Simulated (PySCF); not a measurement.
B3LYP has the VWN-RPA correlation part, as in Gaussian. Delta-SCF ions had no search for a lower state. Excitations are Tamm–Dancoff values on a coarser integration grid. The basis has no diffuse functions, so Rydberg states are missing or too high.

Cl₂FIn, SMILES `[F][In]([Cl])[Cl]` (charge 0, multiplicity 1)

All values below come from PySCF with B3LYP-D3(BJ)/def2-TZVP // PBE0-D4/def2-TZVP.

| Quantity | Value |
|---|---|
| HOMO | -9.36 eV |
| dipole moment | 1.05 D |
| HOMO–LUMO gap | 6.02 eV |
| LUMO | -3.34 eV |
| S1 excitation (TDA) | 4.94 eV |
| S1 oscillator strength | 0.014 |
| T1 excitation (TDA) | 4.55 eV |
| S1–T1 gap (TDA) | 0.39 eV |
| vertical ionisation energy (Delta-SCF) | 11.70 eV |
| total energy | -32944.35 eV |
| cost | about 70 core-seconds (a rough figure) |

Bonds (Å): F1–In2 1.926, In2–Cl3 2.284, In2–Cl4 2.284. Angles (°): F1–In2–Cl3 117.4, F1–In2–Cl4 117.4, Cl3–In2–Cl4 125.2.
Charge 0, spin multiplicity 1.
